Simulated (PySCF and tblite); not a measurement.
C₅H₇NSSi, numbered as in [CH2:1]=[CH:2][c:3]1[cH:4][c:5]([SiH3:6])[s:7][n:8]1.

Level: PBE0-D3(BJ)/pcSseg-1 (IEF-PCM, acetonitrile)//GFN2-xTB, thermal terms from GFN2-xTB, symmetry numbers and mirror pairs counted. Conformers within 2.5 kcal/mol (GFN2-xTB free energy) were kept, 3 at most. GIAO shieldings: PBE0/pcSseg-1 (IEF-PCM, acetonitrile). Shifts are against TMS (¹H), TMS (¹³C), TMS (²⁹Si), NH3 (¹⁵N) at the same level. Run with PySCF (density fitting) and tblite.

Torsions listed: C1–C2–C3–N8.

```tsv
conformer	shape	symmetry	E(GFN2) kcal/mol	E(DFT) kcal/mol
1	180°	Cs	0.00	0.00
2	0°	Cs	0.14	0.46
```

Q: How much do the weights at 298.15 K and the averaged shift of H4 depend on how the conformers are weighted?

A: 
```tsv
weighting	1 (%)	2 (%)	δ (ppm)	rms dipole (D)
DFT energy with thermal terms, symmetry and mirror images (full scheme)	67	33	8.08	3.24
DFT energy with symmetry and mirror images	69	31	8.09	3.24
bare DFT energy	69	31	8.09	3.24
GFN2-xTB energy with symmetry and mirror images	56	44	8.02	3.20
GFN2-xTB free energy	54	46	8.01	3.20
leading conformer alone	100	0	8.26	3.34
equal weights	50	50	7.99	3.19
```

The largest departure from the full scheme, 0.18 ppm, comes with: leading conformer alone.


¹⁵N shifts are against a computed isolated NH3 molecule, about 20 ppm from the liquid.

Conformer gaps in pcSseg-1 on xTB geometries can be 2 kcal/mol off for S=O, P=O and other polar bonds.